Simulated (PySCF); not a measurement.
**Ir: excitation energy**

Ir [Xe] 4f14 5d7 6s2 (4F) → Ir [Xe] 4f14 5d8 6s1, s spin flipped, as a difference of total energies. All numbers are calculated (PySCF 2.14, a scalar-relativistic core potential, in def2-TZVPPD with the def2 core potential (60 electrons) (6s5p3d2f1g, 59 functions)). Correlated levels: valence: 5s2 5p6 frozen; valence and next inner shell: nothing frozen outside the core potential. The calculations carry no spin-orbit coupling.

```tsv
method	excitation energy (eV)
UHF	0.974
LDA	0.581
PBE0	0.562
r2SCAN	0.692
PW91	0.544
M06-L	0.792
BP86	0.550
MP2 (valence)	0.627
SCS-MP2 (valence)	0.473
MP2 (valence and next inner shell)	0.833
SCS-MP2 (valence and next inner shell)	0.761
```

Q: Estimate what PBE gives.

A: 0.553 eV, closest to BP86 among the rows shown.

Q: Estimate what wB97X gives.

A: 0.467 eV, closest to SCS-MP2 (valence) among the rows shown.

The upper determinant mixes two multiplicities, so it lies between the two terms.
